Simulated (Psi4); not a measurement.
Complex: N2 (SMILES N#N) (first 2 atoms) with HBr (SMILES Br); geometry from B3LYP-D3(BJ)/def2-TZVP.
(charge 0, multiplicity 1):
```xyz
4

N      0.1023    -0.3345     0.1544
N      0.1042    -0.3385    -0.9360
Br     0.0908    -0.3017     4.0035
H      0.0963    -0.3187     2.5779
```

Method: SAPT0/aug-cc-pVDZ (Psi4 1.11).

Question: Give the four SAPT terms and the total, and say what mostly holds the pair together.

Answer: electrostatics -5.7, exchange 8.4, induction -2.2, dispersion -5.1, total -4.6 kJ/mol; the largest attraction is electrostatics.
